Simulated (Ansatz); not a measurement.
Reactions of C₂H₆GaGeN, SMILES `C#[C][GeH2][GaH][NH2]`.

Calculated with Ansatz (gas phase, PBE0-D4/def2-TZVP geometries, no zero-point term in ΔE). CBS: MP2 limit from def2 TZ/QZ plus the TZ coupled-cluster correction, frozen cores. This one scheme is used for every species. For Ga, Ge outer-core shells are correlated without core-valence functions, which leaves a few kJ/mol of doubt a bond. Scalar relativity is left out up to krypton. Each species was taken in one conformer, which may not be the lowest.

(1) Order these by ΔE at CCSD(T)/CBS, lowest first. (Estimate.)
A. `C#[C][GeH2][GaH][NH2]` + CH₄ → `C#[C][GeH2][CH3]` + `[NH2][GaH2]`
B. `C#[C][GeH2][GaH][NH2]` + `FCCl` → `[NH2][GaH][CH2]Cl` + `C#[C][GeH2][F]`
C. `C#[C][GeH2][GaH][NH2]` + HCl → `C#[C][GeH2][Cl]` + `[NH2][GaH2]`
D. `C#[C][GeH2][GaH][NH2]` + silanol → `[NH2][GaH][O][SiH3]` + `C#[C][GeH3]`

Largest T1 diagnostic: 0.014, for `[NH2][GaH2]`.

Answers

(1) B (-84.8 kJ/mol), D (-38.3 kJ/mol), C (-24.9 kJ/mol), A (+56.7 kJ/mol).
